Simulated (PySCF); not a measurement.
C4H13NSi, SMILES CCN[C@H](C)[SiH3].

Geometry optimised at B3LYP-D3(BJ)/def2-SVP. The structure was generated by enumeration; whether it is a known compound was not checked. Other conformers were not sampled.

Two levels are set side by side: PBE/def2-TZVP (PySCF) and B3LYP/def2-TZVP (PySCF). Same geometry, gas phase. Differences are taken from unrounded values.

```
quantity                     B3LYP    PBE  PBE minus B3LYP
---------------------------  -----  -----  ---------------
orbital gap (eV)              6.60   4.91            -1.69
highest occupied level (eV)  -6.13  -4.97             1.15
lowest empty level (eV)       0.47  -0.07            -0.54
dipole moment (D)             1.53   1.55             0.03
```

PBE's occupied levels lie high since its potential decays too fast outside the molecule; exact exchange lowers them and widens the gap. Differences between two approximate levels are no errors against the true value.

Rough cost on one machine, each run with all the roots and properties that it gave: B3LYP against PBE within a factor of 2.
